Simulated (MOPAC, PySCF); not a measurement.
F₄Sn, SMILES `[Sn]([F])([F])([F])[F]`, neutral singlet in the gas phase. 

Cartesian coordinates (Å):
SMILES: [F][Sn]([F])([F])[F]
```xyz
5

F     -1.0937    -1.4012    -0.6779
Sn     0.0000     0.0000     0.0000
F     -1.0623     1.5524     0.2840
F      0.7802    -0.5447     1.6473
F      1.3758     0.3935    -1.2535
```
Charge 0, multiplicity 1.

All levels are single points at this geometry (PBE0-D4/def2-SVP); Pople sets use spherical d functions. Orbital energies aren't observables, and empty levels follow the basis.

```csv
level,HOMO (eV),LUMO (eV),gap (eV),dipole (D),"vertical IE, Delta-SCF (eV)"
B3LYP-D3(BJ)/def2-TZVP in PySCF,-12.07,-4.34,7.74,0.00,–
PBE-D3(BJ)/def2-TZVP in PySCF,-10.22,-4.91,5.31,0.00,–
PBE0-D4/def2-TZVP in PySCF,-12.39,-3.94,8.45,0.00,14.75
B3LYP/6-311+G** (LANL2DZ on Sn) in PySCF,-12.31,-4.46,7.85,0.00,–
B3LYP/LANL2DZ in PySCF,-12.09,-4.60,7.48,0.00,–
BP86/6-31G* (LANL2DZ on Sn) in PySCF,-9.51,-4.18,5.33,0.00,–
M06-2X/6-31G* (LANL2DZ on Sn) in PySCF,-13.88,-2.11,11.77,0.00,–
PBE/6-31G* (LANL2DZ on Sn) in PySCF,-9.38,-4.11,5.27,0.00,–
SVWN5/6-31G* (LANL2DZ on Sn) in PySCF,-9.57,-4.33,5.24,0.00,–
HF/6-31G* (LANL2DZ on Sn) in PySCF,-17.45,0.49,17.94,0.00,16.73
AM1 in MOPAC,-12.57,-0.27,12.30,0.00,–
PM6 in MOPAC,-14.57,-2.24,12.33,0.00,–
PM7 in MOPAC,-14.22,-0.69,13.53,0.00,–
```
